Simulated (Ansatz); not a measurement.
`[NH2][GeH]1[CH2][O]1` + `[SnH4]` → `[SnH3][GeH]1[CH2][O]1` + NH₃ at 500 K and 1 bar (formal exchange of groups at a Ge–N bond).

Gas-phase electronic energies from Ansatz, PBE0-D4/def2-TZVP geometries. CBS: MP2 limit from def2 TZ/QZ plus the TZ coupled-cluster correction, frozen cores. This one scheme is used for every species. def2 core potentials past Kr. For Ge, Sn outer-core shells are correlated without core-valence functions, which leaves a few kJ/mol of doubt a bond. Scalar relativity is left out up to krypton. Each species was taken in one conformer, which may not be the lowest.

```csv
species,CCSD(T)/CBS energy (Eh),H − E (kJ/mol),S (J/(mol·K))
`[NH2][GeH]1[CH2][O]1`,-2247.01711,206.6,369.3
`[SnH4]`,-216.39156,91.5,258.6
`[SnH3][GeH]1[CH2][O]1`,-2406.91941,201.5,438.4
NH₃,-56.50880,108.2,211.8
```

H − E and S are ideal-gas, rigid-rotor, harmonic terms from PBE0-D4/def2-TZVP, for one conformer and one mirror image of each species. 1 Eh = 2625.50 kJ/mol, R = 8.31446 J/(mol·K).

Task: By hand: ΔE, ΔH, ΔS and ΔG.

Result: ΔE = (-2406.91941) + (-56.50880) − (-2247.01711) − (-216.39156) = -0.01954 Eh = -51.3 kJ/mol. Δ(H − E) = 201.5 + 108.2 − 206.6 − 91.5 = 11.6, so ΔH = -39.7 kJ/mol. ΔS = 438.4 + 211.8 − 369.3 − 258.6 = 22.3 J/(mol·K). ΔG = -39.7 − 500 × (22.3)/1000 = -50.9 kJ/mol.

Task: By hand: the equilibrium constant, and the temperature at which ΔG would vanish if ΔH and ΔS stayed fixed.

Result: log₁₀ K = −ΔG/(RT ln 10) = 5.3. ΔH and −TΔS have one sign here, so there is no such temperature.

ΔH outweighs TΔS. A doubt of 5 kJ/mol in ΔE shifts log₁₀ K by 0.5 here. Other conformers and mirror images would add mixing entropy, several J/(mol·K) or more a flexible species. Modes under 60 cm⁻¹, often nearly free rotors, make the harmonic entropy too high. These are equilibria of isolated gas molecules and say nothing of rates. Largest T1 diagnostic: 0.015 (customary marks: 0.02 for closed shells, 0.045 for open ones).
